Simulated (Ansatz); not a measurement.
naphthalene (C10H8), SMILES c1cc2ccccc2cc1.

Geometry: r2SCAN-D4/def2-SVP.

Two levels are set side by side: PBE/def2-SVPD (Ansatz, a quantum-chemistry and plane-wave program) and CAM-B3LYP/def2-SVPD (Ansatz). Energy differences of separate SCF runs at the same geometry; the states with an electron removed or added have multiplicity 2 and 2. Differences are taken from unrounded values.

```tsv
quantity	PBE
vertical ionisation energy (eV)	7.92
vertical singlet–triplet gap (eV)	2.96
```

These are the PBE values. What does CAM-B3LYP give? (An estimate is asked for; the answer gives what the named calculation found.)


```csv
quantity,CAM-B3LYP,PBE minus CAM-B3LYP
vertical ionisation energy (eV),8.07,-0.15
vertical singlet–triplet gap (eV),3.19,-0.23
```
